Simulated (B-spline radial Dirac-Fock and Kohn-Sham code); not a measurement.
# Bi²⁺ in Watson spheres of different radius

Model: Dirac-Fock energy differences between relaxed states, corrected for Breit and QED terms. Program: a radial atomic solver. The ion, [Xe] 4f14 5d10 6s2 6p1, sits in a hollow sphere of charge Q = -2, a simple model of the Madelung potential. Inside the sphere an electron's potential energy is raised by the constant 14.40·|Q|/R eV, so binding energies fall by about that much as long as the orbitals stay inside.

```tsv
radius (Å)	14.40 |Q|/R (eV)	1s (eV)	2s (eV)	2p1/2 (eV)	2p3/2 (eV)	3s (eV)	3p1/2 (eV)	3p3/2 (eV)	3d3/2 (eV)	3d5/2 (eV)	4s (eV)	4p1/2 (eV)	4p3/2 (eV)	4d3/2 (eV)	4d5/2 (eV)	4f5/2 (eV)	4f7/2 (eV)	5s (eV)	5p1/2 (eV)	5p3/2 (eV)	5d3/2 (eV)	5d5/2 (eV)	6s (eV)	6p (eV)
1.8	16.00	90533.6	16405.4	15723.2	13430.2	4018.5	3713.4	3194.7	2700.8	2592.6	957.5	824.4	695.7	479.5	455.5	172.7	167.4	179.4	131.4	106.9	37.43	34.44	18.04	7.75
2.2	13.09	90536.1	16407.9	15725.8	13432.8	4021.1	3716.0	3197.3	2703.3	2595.2	960.0	827.0	698.3	482.1	458.1	175.2	169.9	181.9	134.0	109.5	40.00	37.01	20.64	10.12
```

From the smallest to the largest radius 1s moves by +2.5 eV, while the constant potential alone would give +2.9 eV; the difference comes from charge outside the sphere and its screening.

Values without a named source are computed, but for edge energies of neutral atoms, which are taken from tables.
